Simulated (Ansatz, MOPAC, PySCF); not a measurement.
Dimer: HBr (SMILES Br) (first 2 atoms) with H4OSi (SMILES O[SiH3]); geometry from B3LYP-D3(BJ)/def2-TZVP, rigid monomers moved along the line of their centres of mass till Br1···H5 is 3.15 Å.
(charge 0, multiplicity 1):
```xyz
8

Br    -0.4673    -1.3769    -0.0963
H      0.4134    -0.3081     0.2541
O     -0.9861     0.0493     3.5655
Si     0.6136     0.3857     3.7664
H     -1.2333    -0.5387     2.8443
H      1.3973    -0.8070     4.1680
H      0.6954     1.4246     4.8105
H      1.2158     0.9054     2.5060
```

Monomers are frozen at their geometry in the pair; levels with a basis set take the counterpoise correction. Rows marked so take none.

Correlated levels freeze the cores. Filled d and f shells under p-block atoms count as core. CBS: X⁻³ extrapolation of the correlation energy, Hartree–Fock from the larger set. Rows in 3-21G, 6-31G*, STO-3G carry no dispersion term and start afresh at each structure (6-31G* with six Cartesian d functions); the Pople sets are all-electron and without relativity. MP2/6-31G* freezes PySCF's default core, which leaves 3d correlated. The state reached by AM1, PM7 isn't checked; PM7 holds dispersion and hydrogen-bond terms.

Run with Ansatz (Gaussian basis) for Hartree–Fock, density functionals and correlated methods; MOPAC for AM1, PM7 (differences of heats of formation); PySCF for 3-21G rows, 6-31G* rows, STO-3G rows, the dispersion terms. Each number belongs to the level named beside it.

Other levels give for the interaction energy: PBE/def2-TZVPPD -6.9; B3LYP/def2-TZVPPD -3.7; B3LYP-D3(BJ)/def2-TZVPPD -10.4; wB97M-V/def2-TZVPPD -8.6; CCSD(T)/CBS(def2-SVPD, def2-TZVPPD) -8.0 kJ/mol.

Task: What do these common cheap choices give for the same quantity: AM1, PM7, HF/STO-3G (no counterpoise), HF/6-31G* (no counterpoise), B3LYP/3-21G (no counterpoise), B3LYP/6-31G* (no counterpoise), M06-2X/6-31G* (no counterpoise), MP2/6-31G*?

Result: AM1 -1.4; PM7 -1.6; HF/STO-3G (no counterpoise) -0.4; HF/6-31G* (no counterpoise) -3.4; B3LYP/3-21G (no counterpoise) -9.1; B3LYP/6-31G* (no counterpoise) -5.9; M06-2X/6-31G* (no counterpoise) -8.6; MP2/6-31G* -5.0 kJ/mol. They span -9.1 to -0.4 kJ/mol.

Ansatz is an electronic-structure program.
